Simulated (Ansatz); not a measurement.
C2H6AlFO, relaxed with RKS PBE0-D4/def2-TZVP in Ansatz 0.2.0 from a PBE-D4/def2-SVP geometry. The force threshold is 0.005 eV/Å; the program also tests the step.

Total charge 0; spin multiplicity 1. The bonds changed during the relaxation, so this is another structure than the one it started from.

Start:

```xyz
11

O     0.357    1.118    1.540
C     0.827    0.630    0.388
F    -0.592   -1.395    1.303
C     0.272    0.945   -0.819
Al   -0.868   -1.165   -0.386
H     0.400    0.395    2.204
H     1.677   -0.081    0.447
H    -0.555    1.670   -0.875
H     0.783    0.643   -1.746
H     0.029   -2.128   -1.296
H    -2.329   -0.631   -0.761
```

| step | energy (eV) | largest force (eV/Å) | largest move (Å) |
| --- | --- | --- | --- |
| 1 | -13526.4890 | 0.636 | 0.000 |
| 2 | -13526.5353 | 0.568 | 0.074 |
| 3 | -13526.5484 | 0.330 | 0.036 |
| 4 | -13526.5537 | 0.150 | 0.023 |
| 5 | -13526.5577 | 0.120 | 0.068 |
| 6 | -13526.5591 | 0.126 | 0.042 |
| 7 | -13526.5592 | 0.113 | 0.036 |
| 8 | -13526.5605 | 0.054 | 0.036 |
| 9 | -13526.5606 | 0.050 | 0.010 |
| 10 | -13526.5608 | 0.024 | 0.009 |
| 11 | -13526.5608 | 0.013 | 0.006 |
| 12 | -13526.5608 | 0.008 | 0.004 |
| 13 | -13526.5608 | 0.007 | 0.006 |
| 14 | -13526.5609 | 0.014 | 0.009 |
| 15 | -13526.5609 | 0.014 | 0.011 |
| 16 | -13526.5609 | 0.009 | 0.007 |
| 17 (rejected) | -13526.5609 | 0.005 | 0.004 |
| 18 | -13526.5609 | 0.003 | 0.002 |

End:

```xyz
11

O     0.403    1.167    1.547
C     0.815    0.624    0.407
F    -0.704   -1.475    1.224
C     0.239    0.917   -0.771
Al   -0.888   -1.191   -0.425
H     0.609    0.582    2.284
H     1.638   -0.087    0.468
H    -0.563    1.644   -0.827
H     0.705    0.574   -1.686
H     0.054   -2.093   -1.332
H    -2.309   -0.663   -0.889
```

Hardware: 4 threads of an Arm Neoverse V1 on a shared host. Wall time 56 s, peak host memory 0.48 GiB.
